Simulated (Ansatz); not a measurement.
Worked example: C3H7Cl + B(CH3)2(NH2) → C3H9N + B(CH3)2Cl

Species: C3H7Cl (2-chloropropane) `CC(C)Cl`, singlet; B(CH3)2(NH2), singlet; C3H9N `CC(C)N`, singlet; B(CH3)2Cl (chlorodimethylborane), singlet. The partners trade Cl for NH2: C–Cl and B–NH2 bonds give way to C–NH2 and B–Cl.

Shapes, held fixed at every level: PBE0-D4/def2-TZVP. Flexible molecules stand in one conformer, not always the lowest. Programs: Ansatz 0.2.0. The zero-point and thermal change to 298 K, harmonic and unscaled (PBE0-D4/def2-TZVP), is -1.3 kJ/mol.

At CCSD(T)/CBS estimate; 1 Eh = 2625.50 kJ/mol:

| species | energy (Eh) |
| --- | --- |
| C3H7Cl | -578.162311 |
| B(CH3)2(NH2) | -160.489878 |
| C3H9N | -174.282527 |
| B(CH3)2Cl | -564.351921 |

Q: Work out ΔH(298 K) of the reaction at this level.

A: 
1. Products less reactants: (-174.282527) + (-564.351921) − [(-578.162311) + (-160.489878)] = 0.017741 Eh = +46.6 kJ/mol.
2. With the thermal change: +46.6 + (-1.3) = +45.3 kJ/mol.

Other levels give +31.5 (HF/def2-SVP) to +47.6 kJ/mol (SPW92/def2-TZVPP). No measured value is set beside it here. The CBS estimate extrapolates MP2 from def2-TZVPP and def2-QZVPP and adds CCSD(T) − MP2 in the triple-zeta set, cores frozen.
